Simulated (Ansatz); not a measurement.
Zn₂Se₂ (the lowest singlet isomer of a short search). Total charge 0; singlet. Geometry B3LYP-D4/def2-SVP, basis def2-TZVP, Ansatz.

```csv
atom,x (Å),y (Å),z (Å)
Zn1,0.759,0.398,0.899
Zn2,-0.758,-0.400,-0.899
Se3,1.289,0.699,-1.398
Se4,-1.291,-0.697,1.398
```

```json
{"run": "A", "HOMO (eV)": "-6.39", "LUMO (eV)": "-3.16"}
{"run": "B", "HOMO (eV)": "-5.41", "LUMO (eV)": "-3.91"}
{"run": "C", "HOMO (eV)": "-6.01", "LUMO (eV)": "-3.51"}
{"run": "D", "HOMO (eV)": "-5.63", "LUMO (eV)": "-3.74"}
```

HSE06 is defined as in plane-wave codes, on full-range PBE exchange. The structure comes from a short search, and lower isomers may exist.

Task: The runs used HSE06, PBE, PBE0, r2SCAN. Estimate which is which.

Result: A PBE0 (25 % exact exchange); B PBE (0 % exact exchange); C HSE06 (range-separated); D r2SCAN (0 % exact exchange). Exact exchange lowers occupied and raises empty levels; among semilocal functionals meta-GGAs tend to open the gap a little, and such runs are hard to tell apart. The gap grows from 1.51 eV (PBE) to 3.23 eV (PBE0).
